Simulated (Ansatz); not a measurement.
Reaction (redistribution): `[F][In]([F])[I]` + `[F][Ge]([F])([F])[SeH]` → `[F][In]([F])[SeH]` + `[F][Ge]([F])([F])[I]`

Program: Ansatz. Geometries: PBE0-D4/def2-TZVP. ΔE: electronic, gas phase. CBS: MP2 limit from def2 TZ/QZ plus the TZ coupled-cluster correction, frozen cores. Functionals use def2-TZVPP. B3LYP here is the variant with VWN-RPA as its local correlation; programs differ in this. Elements past krypton have def2 core potentials. For Ge, I, In, Se outer-core shells are correlated without core-valence functions, which leaves a few kJ/mol of doubt a bond. Scalar relativity is left out up to krypton. One conformer a species, not always the lowest.

`[F][In]([F])[I]`:

Z-matrix (Å, degrees):
```
In
F 1 1.928
I 1 2.598 2 124.0
F 1 1.928 2 112.0 3 180.0
```

`[F][Ge]([F])([F])[SeH]`:

Cartesian coordinates in Å:
```
F 0.059 1.489 -1.095
Ge -0.321 0.355 0.126
F -1.754 -0.397 -0.424
F -0.734 1.249 1.522
Se 1.383 -1.104 0.629
H 1.368 -1.593 -0.758
```

`[F][In]([F])[SeH]`:

Z-matrix (Å, degrees):
```
In
F 1 1.934
Se 1 2.459 2 124.0
F 1 1.932 2 111.5 3 180.0
H 3 1.471 1 89.9 2 -0.0
```

`[F][Ge]([F])([F])[I]`:

Cartesian coordinates in Å:
```
F -1.338 1.022 0.461
Ge -0.068 0.017 -0.072
F 0.610 0.778 -1.438
F -0.791 -1.423 -0.629
I 1.587 -0.393 1.678
```

```csv
level,ΔE (eV)
B97M-V,0.13
B3LYP,0.12
```

**Question.** What does CCSD(T)/CBS give? (Estimate.)

**Answer.** Ansatz gave: +0.15 eV. The listed levels differ from it by -0.02, -0.03 eV.

Largest T1 diagnostic among the species: 0.015.

Leaving LDA and LC-ωPBE aside and taking each functional with its dispersion term where it has one, the values, not all of them listed here, spread over 0.05 eV, from BLYP-D4 to BHLYP-D4. At CCSD(T), def2-SVP lies +0.04 eV from the extrapolated value and def2-TZVPP −0.02 eV.
